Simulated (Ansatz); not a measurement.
Species: C10H9BO, SMILES `Bc1cc(O)ccc2cccc1-2` (charge 0, multiplicity 1), formula C10H9BO.

Q: How many basis functions does frozen-core CCSD(T)/cc-pVDZ // PBE0-D3(BJ)/def2-SVP in Ansatz (a program for electronic structure) use, how many core orbitals are frozen, and how many electrons are correlated?

A: 213 basis functions and 12 frozen orbitals, which leaves 58 correlated electrons. Core time is of the order of minutes.
